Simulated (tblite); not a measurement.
Compound: C4H11SSi (doublet state).
SMILES with atom numbers: `[CH3:1][SiH:2][CH2:3][CH2:4][CH2:5][SH:6]` (hydrogens: H7, H8, H9 on C1; H10 on Si2; H11, H12 on C3; H13, H14 on C4; H15, H16 on C5; H17 on S6)

Computed with GFN2-xTB (tblite), gas phase: L-BFGS steps from a force-field or distance-geometry start until the largest atomic force falls under 0.01 eV/Å.

The end geometry, which sets the zero of energy:
```
atom  x, y, z in Å
C1     -2.8389   -0.2672    0.5873
Si2    -1.5993   -1.2498   -0.4630
C3     -0.0464   -0.2257   -0.8822
C4      0.7691    0.1107    0.3657
C5      2.0183    0.8968    0.0037
S6      3.0100    1.3562    1.4710
H7     -2.4247   -0.0394    1.5687
H8     -3.7541   -0.8306    0.7428
H9     -3.1078    0.6741    0.1152
H10    -1.2244   -2.5171    0.1743
H11    -0.3243    0.7014   -1.3865
H12     0.5870   -0.7798   -1.5772
H13     0.1678    0.7020    1.0597
H14     1.0580   -0.8123    0.8765
H15     2.6634    0.3349   -0.6730
H16     1.7612    1.8480   -0.4627
H17     3.2782    0.1098    1.8563
```

Question: These geometries come from the run, each turned onto the end geometry. Order them by energy, lowest first.
A.
```
atom  x, y, z in Å
C1     -2.8305   -0.2720    0.5681
Si2    -1.6082   -1.2421   -0.4937
C3     -0.0518   -0.2191   -0.8424
C4      0.7748    0.1283    0.3961
C5      2.0182    0.9074   -0.0051
S6      3.0207    1.3463    1.4597
H7     -2.4001   -0.0580    1.5430
H8     -3.7322   -0.8506    0.7149
H9     -3.0923    0.6664    0.0969
H10    -1.2573   -2.4967    0.1609
H11    -0.3483    0.6958   -1.3511
H12     0.5554   -0.7972   -1.5379
H13     0.1824    0.7192    1.0996
H14     1.0776   -0.7864    0.9119
H15     2.6512    0.3344   -0.6842
H16     1.7520    1.8443   -0.4975
H17     3.2815    0.0921    1.8375
```
B.
```
atom  x, y, z in Å
C1     -2.8404   -0.2707    0.5717
Si2    -1.6040   -1.2582   -0.4724
C3     -0.0493   -0.2236   -0.8610
C4      0.7702    0.1194    0.3837
C5      2.0175    0.8989    0.0007
S6      3.0272    1.3557    1.4508
H7     -2.4147   -0.0503    1.5485
H8     -3.7538   -0.8338    0.7305
H9     -3.1085    0.6741    0.1081
H10    -1.2491   -2.5358    0.1651
H11    -0.3252    0.7066   -1.3618
H12     0.5919   -0.7724   -1.5529
H13     0.1799    0.7197    1.0797
H14     1.0670   -0.7972    0.9019
H15     2.6489    0.3272   -0.6800
H16     1.7587    1.8477   -0.4683
H17     3.2768    0.1049    1.8326
```
C.
```
atom  x, y, z in Å
C1     -2.8105   -0.2855    0.5579
Si2    -1.6200   -1.2098   -0.4959
C3     -0.0535   -0.2290   -0.8306
C4      0.7823    0.1367    0.3878
C5      2.0283    0.9133    0.0014
S6      3.0129    1.3421    1.4530
H7     -2.3998   -0.0586    1.5417
H8     -3.7316   -0.8532    0.7135
H9     -3.0895    0.6653    0.0940
H10    -1.2550   -2.5006    0.1662
H11    -0.3556    0.6959   -1.3516
H12     0.5482   -0.8011   -1.5372
H13     0.1754    0.7219    1.1085
H14     1.0791   -0.7924    0.9163
H15     2.6503    0.3356   -0.6844
H16     1.7484    1.8436   -0.5043
H17     3.2837    0.0878    1.8405
```
D.
```
atom  x, y, z in Å
C1     -2.8378   -0.2699    0.5694
Si2    -1.6060   -1.2609   -0.4782
C3     -0.0549   -0.2232   -0.8577
C4      0.7668    0.1192    0.3844
C5      2.0120    0.8979   -0.0021
S6      3.0289    1.3550    1.4572
H7     -2.4071   -0.0534    1.5481
H8     -3.7488   -0.8423    0.7253
H9     -3.1054    0.6774    0.1035
H10    -1.2522   -2.5237    0.1635
H11    -0.3302    0.7084   -1.3583
H12     0.5831   -0.7803   -1.5456
H13     0.1862    0.7203    1.0859
H14     1.0736   -0.7906    0.9066
H15     2.6496    0.3296   -0.6809
H16     1.7587    1.8465   -0.4759
H17     3.2765    0.1019    1.8313
```

Answer: B (0.003 eV), D (0.008 eV), A (0.031 eV), C (0.107 eV).

In the order of the answer:

```
step  E above end (eV)  largest force (eV/Å)  rms force component (eV/Å)  rms distance from end (Å)  rms bond change (Å)  bond most changed (Å)
   8             0.003                  0.08                       0.025                      0.022                0.002           C5–S6 -0.005
   5             0.008                  0.15                       0.056                      0.025                0.003         Si2–H10 -0.007
   2             0.031                  0.25                       0.085                      0.036                0.005          Si2–C3 -0.012
   0             0.107                  1.56                       0.378                      0.042                0.020          C1–Si2 -0.060
```

What follows is the cost of the whole relaxation. Hardware: one thread, Arm Neoverse V1 (aarch64) (shared host). Cost: 0.21 s of wall time.
